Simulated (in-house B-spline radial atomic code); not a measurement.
Results of a calculation; reference values are marked as such.
Ghost states of the separable form: Nb

Nb, [Kr] 4d4 5s1, non-relativistic LDA (VWN5), spherical and spin-unpolarised, from a B-spline radial code for spherical atoms (atomic units; all potentials screened as in the neutral atom).

Troullier-Martins channels: 5s (ε = -0.1443, r_c = 2.621 bohr), 4p (ε = -1.2500, r_c = 0.98 bohr), 4d (ε = -0.1253, r_c = 1.323 bohr). In the Kleinman-Bylander form one channel serves as the local potential, and each other channel l becomes |δV u><u δV|/<u|δV|u>, with δV = V_l − V_local and u the pseudo-orbital. Its strength is E_KB = <u|δV²|u>/<u|δV|u>. By the analysis of Gonze, Stumpf and Scheffler a spurious state lies below the reference level ε if E_KB > 0 and ε is above the second level of the local potential alone, or if E_KB < 0 and ε is above its first. The table's levels are those of angular momentum l in a sphere of 9 bohr, whose wall can lift a shallow ε a little above its free-atom value.

```json
{"local": "d", "channel": "s", "<u δV u>": "0.15799", "<u δV² u>": "0.43235", "ε": "-0.1421", "first local level": "-4.9325", "second local level": "-0.7742"}
{"local": "d", "channel": "p", "<u δV u>": "0.32977", "<u δV² u>": "2.9242", "ε": "-1.2501", "first local level": "-1.9909", "second local level": "-0.0980"}
{"local": "s", "channel": "d", "<u δV u>": "-1.6782", "<u δV² u>": "6.4572", "ε": "-0.1250", "first local level": "0.0756", "second local level": "0.3315"}
{"local": "s", "channel": "p", "<u δV u>": "-3.2232", "<u δV² u>": "13.988", "ε": "-1.2501", "first local level": "-0.0491", "second local level": "0.1986"}
{"local": "p", "channel": "d", "<u δV u>": "-0.10113", "<u δV² u>": "0.93452", "ε": "-0.1250", "first local level": "-0.0813", "second local level": "0.1348"}
{"local": "p", "channel": "s", "<u δV u>": "0.15252", "<u δV² u>": "0.38603", "ε": "-0.1421", "first local level": "-3.6058", "second local level": "-0.9065"}
```

Question: Apply the rule to each row.

Answer: Local d, channel s: E_KB = +2.74, so ε = -0.1421 is set against -0.7742: a ghost. Local d, channel p: E_KB = +8.87, so ε = -1.2501 is set against -0.0980: no ghost. Local s, channel d: E_KB = -3.85, so ε = -0.1250 is set against 0.0756: no ghost. Local s, channel p: E_KB = -4.34, so ε = -1.2501 is set against -0.0491: no ghost. Local p, channel d: E_KB = -9.24, so ε = -0.1250 is set against -0.0813: no ghost. Local p, channel s: E_KB = +2.53, so ε = -0.1421 is set against -0.9065: a ghost.

Diagonalising the separable Hamiltonian gives:

```csv
local,channel,three lowest levels,"all-electron, two lowest valence levels"
d,s,"-3.5671, -0.1421, 0.1252","-0.1421, 0.1273"
d,p,"-1.2501, -0.0312, 0.2191","-1.2501, -0.0310"
s,d,"-0.1250, 0.1241, 0.4404","-0.1250, 0.1220"
s,p,"-1.2501, -0.0107, 0.2604","-1.2501, -0.0310"
p,d,"-0.1250, 0.1219, 0.4258","-0.1250, 0.1220"
p,s,"-2.6780, -0.1421, 0.1247","-0.1421, 0.1273"
```

Question: Which choices of local channel are safe?

Answer: Free of ghosts: s. With d local the s channel has a ghost 3.42 hartree below ε, since the local potential binds more than one state below ε, and a repulsive term of rank one raises each level at most to the next, so it clears only one of them. With p local the s channel has a ghost 2.54 hartree below ε, since the local potential binds more than one state below ε, and a repulsive term of rank one raises each level at most to the next, so it clears only one of them. Among the safe choices the second level, which tests transfer, is off by at most 20.3 millihartree (s local).
